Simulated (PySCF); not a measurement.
# AsF at UHF-CCSD

Level: UHF-CCSD. As x2c-SVPall, F x2c-SVPall; spin-free X2C with a Gaussian nucleus (PySCF 2.14).

* state: ³Σ⁻ (triplet), unpaired electrons π ↑↑
* bond length: 1.757 Å
* harmonic wavenumber: 694 cm⁻¹
* force constant: 4.30 mdyn/Å
* rotational constant Be: 0.3602 cm⁻¹
* anharmonicity ωexe: 2.98 cm⁻¹
* vibration–rotation constant αe: 0.00230 cm⁻¹
* well depth De to As + F: 76.7 kcal/mol
* dissociation energy D0: 75.7 kcal/mol

Correlated steps freeze 10 core orbitals. Correlated levels converge slowly with the basis: in double zeta they bind strong bonds too weakly, by up to about 1 eV, and carry superposition errors of some tenths. Spin–orbit coupling is left out. The state is the lowest determinant that a PBE0 search found; another state may lie lower at other levels.
